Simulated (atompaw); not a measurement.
How hard is this Al (Z = 13) PAW (atompaw) potential?

```json
{
 "Element": "aluminium (Al)",
 "Generator": "atompaw 4.2.0.5",
 "Type": "PAW",
 "Functional": "LDA (PW92)",
 "Relativity": "scalar-relativistic",
 "Frozen core": "[Ne]",
 "Valence charge": "3",
 "Reference configuration": "3s1 3p0 (charge +2)",
 "Partial waves": "3s (bound): rc 2.40 bohr; 3s channel at 0.3 Ry: rc 2.00 bohr; 3p (bound, empty): rc 2.40 bohr; 3p channel at -0.2 Ry: rc 2.40 bohr; 3d channel at 0.4 Ry: rc 2.40 bohr; 3d channel at 1.6 Ry: rc 2.40 bohr",
 "Local potential": "bessel scheme, radius 1.75 bohr",
 "Core correction": "smooth core density matched at 2.15 bohr",
 "Augmentation charge": "sinc compensation charge, radius 2.05 bohr; PAW radius 2.40 bohr; waves and projectors: custom polynom vanderbiltortho"
}
```

The pseudo-atom Hamiltonian at the reference potential is diagonalised in spherical Bessel functions j_l(qr) that vanish at 20 bohr, with q² up to the cutoff. All-electron valence levels (Ry): 3s -1.7588, 3p -1.2779.

**Question.** How do the lowest levels (Ry) of each channel move with the cutoff, and are there ghosts?

**Answer.**

```json
{"cutoff (Ry)": "8", "s #1": "-1.7582", "p #1": "-1.2778", "p #2": "-0.4953", "d #1": "-0.7004", "f #1": "-0.2862", "f #2": "-0.1622", "Σ f·Δε (mRy)": "0.5"}
{"cutoff (Ry)": "10", "s #1": "-1.7587", "p #1": "-1.2778", "p #2": "-0.4953", "d #1": "-0.7066", "f #1": "-0.2863", "f #2": "-0.1622", "Σ f·Δε (mRy)": "0.1"}
{"cutoff (Ry)": "12", "s #1": "-1.7587", "p #1": "-1.2779", "p #2": "-0.4953", "d #1": "-0.7083", "f #1": "-0.2863", "f #2": "-0.1622", "Σ f·Δε (mRy)": "0.1"}
{"cutoff (Ry)": "400", "s #1": "-1.7588", "p #1": "-1.2779", "p #2": "-0.4953", "d #1": "-0.7087", "f #1": "-0.2863", "f #2": "-0.1622", "Σ f·Δε (mRy)": "0.0"}
```

Result: no extra level below or beside the all-electron valence levels (s, p, d, f tested); 10 mRy is reached at 6 Ry and 1 mRy at 8 Ry.
